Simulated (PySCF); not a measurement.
# [Au3]− at several levels of theory

Computed with PySCF 2.14.0 (density fitting, no spin-orbit coupling) at the geometry relaxed with PBE:

```xyz
3
[Au3]− (singlet)
Au    0.0000    0.0000    2.6109
Au    0.0000    0.0000    0.0000
Au    0.0000    0.0000   -2.6109
```

| level | basis | state | HOMO (eV) | gap (eV) | charge on Au1 (e) | dipole about the centre of mass (D) | largest force component (eV/Å) |
| --- | --- | --- | --- | --- | --- | --- | --- |
| PBE | Au def2-SVP with ECP60 | singlet | -1.24 | 2.25 | -0.33 | 0.00 | 0.00 |
| TPSSh | the same | singlet | -1.40 | 2.83 | -0.32 | 0.00 | 0.10 |
| revPBE | the same | singlet | -1.13 | 2.25 | -0.33 | 0.00 | 0.17 |
| BLYP | the same | singlet | -1.13 | 2.19 | -0.36 | 0.00 | 0.32 |
| PBE | Au def2-TZVP with ECP60 | singlet | -1.31 | 2.21 | -0.20 | 0.00 | 0.15 |
| PBE | Au x2c-SVPall | singlet | -1.32 | 2.26 | -0.67 | 0.00 | 0.32 |

Charges are Mulliken's, which hang on the basis. The relaxation used the grid (50, 194), these runs (75, 302) or, all-electron (x2c bases, spin-free X2C Hamiltonian), (99, 590).

Question: What does wB97X with Au def2-SVP with ECP60 give here?

Answer: state singlet, HOMO (eV) -3.40, gap (eV) 6.65, charge on Au1 (e) -0.36, dipole about the centre of mass (D) 0.00, largest force component (eV/Å) 0.11. Time: 5.4 s on 2 threads of Arm Neoverse V1 (shared host), from an already converged density.

In the first row's basis the gap widens with exact exchange: 2.2 eV for BLYP, PBE, revPBE (none); 2.8 eV for TPSSh (a fixed share); 6.6 eV for wB97X (rising or full at long range).
